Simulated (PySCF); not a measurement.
**Polarisability and C₆ of Mn⁺ (manganese, charge +1)**

[Ar] 3d6, high-spin 5D determinant (an excited configuration). All numbers are calculated (PySCF 2.14, no relativity, point nucleus, in aug-cc-pwCVTZ (10s9p7d4f3g, 127 functions)). Coupled (time-dependent) response in atomic units; α is the mean over directions.

| method | mean α (bohr³) | α xx, yy, zz | C₆ (like pair) | S(−4) |
| --- | --- | --- | --- | --- |
| PBE0 | 11.39 | 12.67, 12.67, 8.827 | 40.12 | 207.9 |

S(−4) is the Cauchy moment in α(ω) = α(0) + S(−4) ω² + …

α(iu) at PBE0:

```
u (hartree)  α(iu) (bohr³)
          0          11.39
     0.0500          10.91
      0.100          9.863
      0.200          7.761
      0.300          6.298
      0.500          4.611
      0.750          3.444
       1.00          2.697
       1.50          1.802
       2.00          1.300
       3.00         0.7754
       5.00         0.3703
```

A single London oscillator, α(iu) = α/(1 + u²/ω²), gives C₆ = (3/4) ω α². Matching the computed C₆ needs ω = 4 × 40.12 / (3 × 11.39²) = 0.412 hartree.

For an ion, C₆ is the dispersion term alone; charge-induced terms of lower order in 1/R come first.

The components differ because the open shell of this determinant is not spherical; for a pure term their mean is the scalar polarisability.
